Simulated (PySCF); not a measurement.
PySCF job for BGeH6NO2, SMILES OB(O)[NH][GeH3], PBE0-D3(BJ)/def2-SVP. Geometry: PBE0-D3(BJ)/def2-SVP. This is a generated structure with no PubChem entry under its InChIKey; it may be hypothetical. Other conformers were not sampled.

```python
import numpy as np
from pyscf import gto, scf, dft, df
from pyscf.hessian import thermo

mol = gto.M(
    atom='''
    Ge   -0.00321191   -1.35046111    0.00000000
    N     0.77994193    0.31964075    0.00000000
    B     0.01788802    1.51982798    0.00000000
    O    -1.34619167    1.38981175   -0.00000000
    O     0.54584810    2.78857168    0.00000000
    H    -0.86194085   -1.54905849    1.25993017
    H    -0.86194084   -1.54905849   -1.25993017
    H     1.16707675   -2.35408202    0.00000000
    H     1.79096238    0.34761769    0.00000000
    H    -1.78300575    2.24591875   -0.00000000
    H     1.50534429    2.80972552    0.00000000
    ''',
    basis='def2-SVP',
    charge=0,
    spin=0,
    max_memory=1600,
    verbose=3,
)
mf = dft.RKS(mol, xc='pbe0').density_fit(auxbasis='def2-universal-jkfit')
mf.disp = 'd3bj'
mf.grids.level = 3
mf.conv_tol = 1e-11
mf.max_cycle = 100
mf.kernel()

# [left out here: the lines that compute and print the analytic Hessian (its translational invariance restored by hand, since the grid's response is missing), thermochemistry and intensities]
```

Log of the run:

```
converged SCF energy = -2309.86493328196

WARN: DFTD3 does not support analytical Hessian, using finite difference


WARN: Mole.unit (angstrom) is changed to Bohr

Mode                                 0                   1                   2
Irrep
Freq [cm^-1]                       90.8488            109.6097            120.7605
Reduced mass [au]                   3.6090              1.1772              6.6513
Force const [Dyne/A]                0.0176              0.0083              0.0571
Char temp [K]                     130.7112            157.7039            173.7475
Normal mode                   x     y     z       x     y     z       x     y     z
       0  Ge                -0.00  0.00 -0.02    0.00 -0.00  0.00    0.03 -0.05 -0.00
       1   N                 0.00 -0.00  0.16   -0.00  0.00 -0.09   -0.10  0.01  0.00
       2   B                 0.00 -0.00  0.04   -0.00  0.00 -0.01   -0.05  0.05  0.00
       3   O                 0.00 -0.00  0.08   -0.00  0.00  0.03   -0.06  0.16 -0.00
       4   O                -0.00 -0.00 -0.12    0.00  0.00  0.03    0.05  0.01 -0.00
       5   H                -0.21 -0.04 -0.17   -0.37  0.28 -0.21    0.04 -0.11 -0.00
       6   H                 0.21  0.04 -0.17    0.37 -0.28 -0.21    0.04 -0.11  0.00
       7   H                -0.00 -0.00  0.13    0.00  0.00  0.54    0.11  0.05 -0.00
       8   H                 0.00 -0.00  0.15   -0.00  0.00 -0.16   -0.10  0.03  0.00
       9   H                 0.00 -0.00 -0.05    0.00  0.00  0.12    0.02  0.20 -0.00
      10   H                -0.00  0.00 -0.19    0.00 -0.00  0.02    0.05 -0.06 -0.00
Mode                                 3                   4                   5
Irrep
Freq [cm^-1]                      305.3320            345.6328            461.0341
Reduced mass [au]                   1.1561              5.5571              3.0437
Force const [Dyne/A]                0.0635              0.3911              0.3812
Char temp [K]                     439.3048            497.2887            663.3254
Normal mode                   x     y     z       x     y     z       x     y     z
       0  Ge                 0.00 -0.00 -0.00    0.02  0.05  0.00    0.01  0.01  0.00
       1   N                -0.00  0.00  0.08   -0.03 -0.01  0.00    0.08 -0.05 -0.00
       2   B                -0.00  0.00 -0.01   -0.08 -0.05 -0.00    0.00 -0.10  0.00
       3   O                -0.00  0.00 -0.03   -0.08 -0.03 -0.00   -0.02  0.11  0.00
       4   O                 0.00 -0.00 -0.05    0.09 -0.14  0.00   -0.10 -0.07 -0.00
       5   H                 0.01  0.02  0.00    0.01  0.03 -0.00   -0.04  0.17 -0.01
       6   H                -0.01 -0.02  0.00    0.01  0.03  0.00   -0.04  0.17  0.01
       7   H                 0.00  0.00 -0.03    0.01  0.04 -0.00   -0.17 -0.19  0.00
       8   H                -0.00 -0.00 -0.64   -0.04  0.05  0.00    0.08  0.01  0.00
       9   H                -0.00 -0.00  0.37   -0.08 -0.03  0.00    0.26  0.26 -0.00
      10   H                 0.00 -0.00  0.56    0.09 -0.33 -0.00   -0.11  0.07  0.00
Mode                                 6                   7                   8
Irrep
Freq [cm^-1]                      469.5883            489.0207            597.1012
Reduced mass [au]                   1.1911              1.0585              1.4003
Force const [Dyne/A]                0.1547              0.1491              0.2941
Char temp [K]                     675.6331            703.5919            859.0957
Normal mode                   x     y     z       x     y     z       x     y     z
       0  Ge                -0.00 -0.00  0.00    0.00  0.00  0.00    0.01 -0.03 -0.00
       1   N                -0.00  0.00 -0.06    0.00 -0.00 -0.01    0.04  0.06 -0.00
       2   B                -0.00  0.00 -0.01   -0.00 -0.00 -0.06   -0.04  0.05  0.00
       3   O                 0.00 -0.00  0.06   -0.00  0.00 -0.03   -0.05 -0.02  0.00
       4   O                 0.00  0.00 -0.06   -0.00 -0.00 -0.02    0.05  0.04 -0.00
       5   H                -0.01 -0.03 -0.01   -0.04 -0.10 -0.04   -0.11  0.36 -0.01
       6   H                 0.01  0.03 -0.01    0.04  0.10 -0.04   -0.11  0.36  0.01
       7   H                 0.00  0.00  0.01   -0.00 -0.00 -0.01   -0.37 -0.45  0.00
       8   H                -0.00 -0.00  0.39    0.00  0.00  0.52    0.04  0.19 -0.00
       9   H                -0.00 -0.00 -0.32    0.00  0.00  0.80   -0.16 -0.07 -0.00
      10   H                 0.00 -0.00  0.76   -0.00  0.00  0.05    0.05 -0.09  0.00
Mode                                 9                  10                  11
Irrep
Freq [cm^-1]                      636.6196            673.7231            750.5633
Reduced mass [au]                   1.3703              3.5891              3.1068
Force const [Dyne/A]                0.3272              0.9599              1.0312
Char temp [K]                     915.9538            969.3375           1079.8934
[...]
       7   H                -0.38 -0.46 -0.00    0.00  0.00 -0.77    0.10  0.14 -0.00
       8   H                 0.05 -0.08  0.00   -0.00  0.00  0.05    0.04 -0.05  0.00
       9   H                -0.10 -0.02 -0.00    0.00  0.00  0.00   -0.02 -0.00 -0.00
      10   H                 0.01  0.02  0.00   -0.00  0.00  0.01    0.00 -0.03  0.00
Mode                                15                  16                  17
Irrep
Freq [cm^-1]                      926.0558            985.0729           1018.0122
Reduced mass [au]                   3.3021              1.2101              1.3175
Force const [Dyne/A]                1.6685              0.6918              0.8045
Char temp [K]                    1332.3882           1417.3005           1464.6929
Normal mode                   x     y     z       x     y     z       x     y     z
       0  Ge                 0.00  0.01  0.00    0.00  0.00  0.00    0.00  0.00 -0.00
       1   N                 0.05 -0.13 -0.00    0.01 -0.04  0.00   -0.03  0.03  0.00
       2   B                 0.02 -0.02  0.00   -0.02  0.02 -0.00   -0.01 -0.03 -0.00
       3   O                -0.13 -0.01  0.00    0.04  0.01 -0.00   -0.04 -0.08 -0.00
       4   O                 0.05  0.09 -0.00   -0.05  0.07  0.00    0.03  0.06 -0.00
       5   H                 0.04  0.13  0.04    0.02  0.04  0.02   -0.01 -0.05 -0.02
       6   H                 0.04  0.13 -0.04    0.02  0.04 -0.02   -0.01 -0.05  0.02
       7   H                 0.12  0.14  0.00   -0.00 -0.00 -0.00   -0.05 -0.05  0.00
       8   H                 0.05 -0.33 -0.00    0.02 -0.33 -0.00   -0.03  0.08  0.00
       9   H                -0.10  0.02 -0.00    0.03  0.01  0.00    0.77  0.36  0.00
      10   H                 0.05  0.22  0.00   -0.01 -0.84 -0.00    0.04 -0.05  0.00
Mode                                18                  19                  20
Irrep
Freq [cm^-1]                     1191.7550           1459.6206           1490.3360
Reduced mass [au]                   1.4621              6.1731              6.2697
Force const [Dyne/A]                1.2235              7.7488              8.2047
Char temp [K]                    1714.6701           2100.0691           2144.2616
Normal mode                   x     y     z       x     y     z       x     y     z
       0  Ge                -0.00  0.01  0.00    0.00  0.00 -0.00   -0.00  0.00  0.00
       1   N                 0.00 -0.11 -0.00   -0.04  0.01 -0.00    0.04 -0.11 -0.00
       2   B                -0.02 -0.08 -0.00    0.25  0.04 -0.00   -0.05  0.24 -0.00
       3   O                 0.02  0.01 -0.00   -0.09 -0.00 -0.00    0.00 -0.03 -0.00
       4   O                 0.01  0.07  0.00   -0.04 -0.03  0.00   -0.02 -0.07  0.00
       5   H                -0.00 -0.05 -0.01   -0.01 -0.01 -0.02    0.00  0.01  0.02
       6   H                -0.00 -0.05  0.01   -0.01 -0.01  0.02    0.00  0.01 -0.02
       7   H                 0.04  0.06 -0.00   -0.02 -0.02  0.00    0.04  0.03 -0.00
       8   H                -0.02  0.78 -0.00   -0.04  0.18  0.00    0.04  0.18 -0.00
       9   H                -0.09 -0.05 -0.00   -0.06  0.02  0.00    0.19  0.08  0.00
      10   H                 0.02 -0.15  0.00   -0.03 -0.21 -0.00   -0.03  0.03 -0.00
Mode                                21                  22                  23
Irrep
Freq [cm^-1]                     2153.9375           2164.0267           2171.2239
Reduced mass [au]                   1.0199              1.0249              1.0164
Force const [Dyne/A]                2.7879              2.8278              2.8230
Char temp [K]                    3099.0365           3113.5527           3123.9078
Normal mode                   x     y     z       x     y     z       x     y     z
       0  Ge                 0.01 -0.01 -0.00    0.00  0.00  0.02   -0.01 -0.00  0.00
       1   N                 0.00 -0.00  0.00   -0.00  0.00 -0.00    0.00 -0.00  0.00
       2   B                -0.00  0.00  0.00    0.00 -0.00  0.00   -0.00  0.00  0.00
       3   O                 0.00 -0.00  0.00   -0.00  0.00 -0.00    0.00 -0.00 -0.00
       4   O                 0.00 -0.00 -0.00   -0.00  0.00 -0.00    0.00 -0.00  0.00
       5   H                 0.02 -0.01 -0.00    0.40  0.08 -0.56    0.38  0.08 -0.59
       6   H                 0.02 -0.01  0.00   -0.40 -0.08 -0.56    0.38  0.08  0.59
       7   H                -0.75  0.64  0.00   -0.00  0.00  0.03    0.00 -0.01  0.00
       8   H                 0.00 -0.00 -0.00    0.00  0.00  0.01   -0.00 -0.01  0.00
       9   H                -0.00 -0.00 -0.00   -0.00  0.00  0.00    0.00 -0.00 -0.00
      10   H                -0.00  0.00  0.00    0.00 -0.00  0.00   -0.00  0.00  0.00
Mode                                24                  25                  26
Irrep
Freq [cm^-1]                     3681.2663           3936.1205           3949.5951
Reduced mass [au]                   1.0769              1.0659              1.0663
Force const [Dyne/A]                8.5984              9.7296              9.8001
Char temp [K]                    5296.5226           5663.2011           5682.5879
Normal mode                   x     y     z       x     y     z       x     y     z
       0  Ge                 0.00  0.00  0.00    0.00  0.00  0.00    0.00  0.00  0.00
       1   N                -0.07 -0.00 -0.00    0.00 -0.00 -0.00    0.00 -0.00 -0.00
       2   B                 0.00 -0.00 -0.00    0.00  0.00 -0.00    0.00 -0.00 -0.00
       3   O                 0.00  0.00 -0.00   -0.03  0.05 -0.00    0.00 -0.00 -0.00
       4   O                 0.00 -0.00  0.00    0.00  0.00  0.00    0.06  0.00  0.00
       5   H                 0.00  0.00 -0.00   -0.00 -0.00  0.00   -0.00 -0.00  0.00
       6   H                 0.00  0.00  0.00   -0.00 -0.00 -0.00   -0.00 -0.00 -0.00
       7   H                 0.00 -0.00 -0.00    0.00 -0.00 -0.00    0.00 -0.00 -0.00
       8   H                 0.96  0.02 -0.00   -0.00  0.00 -0.00   -0.01  0.00  0.00
       9   H                -0.00 -0.00 -0.00    0.46 -0.85 -0.00   -0.02  0.04  0.00
      10   H                -0.01  0.00  0.00   -0.04 -0.00  0.00   -0.96 -0.04 -0.00
temperature 298.1500 [K]
pressure 101325.00 [Pa]
Rotational constants [GHz] 8.85548 1.48567 1.29307
Symmetry number 1
Zero-point energy (ZPE) 0.07476 [Eh]   196272.886 [J/mol]
                           tot       elec      trans        rot        vib
Entropy [J/mol/K]       355.653      0.000    169.968    114.381     71.303
Cv [J/mol/K]            107.841      0.000     12.472     12.472     82.897
Cp [J/mol/K]            116.155      0.000     20.786     12.472     82.897
Internal energy [J/mol]                      3718.434   3718.434 208154.404
Internal energy [Eh]   -2309.78282  -2309.86493
Enthalpy [J/mol]                             6197.391   3718.434 208154.404
Enthalpy [Eh]          -2309.78187
Gibbs free energy [J/mol]                  -44478.673 -30384.237 186895.325
Gibbs free energy [Eh] -2309.82226
mode   freq/cm-1   IR/(km/mol)
   1       90.85         5.660
   2      109.61         0.570
   3      120.76         3.501
   4      305.33        18.212
   5      345.63         1.845
   6      461.03        34.753
   7      469.59        69.322
   8      489.02       190.451
   9      597.10        35.019
  10      636.62         1.160
  11      673.72        94.143
  12      750.56        92.802
  13      864.12       176.614
  14      875.48        59.278
  15      897.81        33.461
  16      926.06         1.984
  17      985.07       121.129
  18     1018.01       113.517
  19     1191.75        48.501
  20     1459.62       264.505
  21     1490.34       702.993
  22     2153.94       128.747
  23     2164.03       141.698
  24     2171.22        79.102
  25     3681.27        31.354
  26     3936.12       103.150
  27     3949.60        71.865
max |gradient| / (hartree/bohr): 5.4383541874467413e-05
APT charges: [ 1.3048 -1.0332  1.3546 -0.7787 -0.8364 -0.2629 -0.2629 -0.2688  0.1544
  0.3187  0.3103]
```

The calculation finished and met its thresholds.
